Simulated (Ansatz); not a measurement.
Ansatz (an electronic-structure program) input:
A basis named .json is the Basis Set Exchange file of that set.

Ansatz 0.2 input:
```yaml
crystal:
  periodic: [false, false, false]
  atoms:
    - {symbol: C, position_ang: [-0.74598462, 0.07954784, 0.23255547]}
    - {symbol: F, position_ang: [0.73298763, -0.10811036, -0.07052530]}
    - {symbol: H, position_ang: [-0.92133566, 1.08748682, -0.22113066]}
    - {symbol: H, position_ang: [-1.19964527, -0.59178060, -0.53947446]}
basis:
  gaussian:
    orbitals: def2-TZVPPD.json
total_charge: -1
magnetization: {spin_polarized: false}
correlation: {method: ccsd_t, electrons: outside_noble_gas}
```

Problem. Which total energy does the run end on?

Solution. -138.89781 Eh (CCSD(T)/def2-TZVPPD). The basis has 111 functions.

It need not be the lowest isomer of its formula. Whether it binds its extra electron was not tested at this geometry.
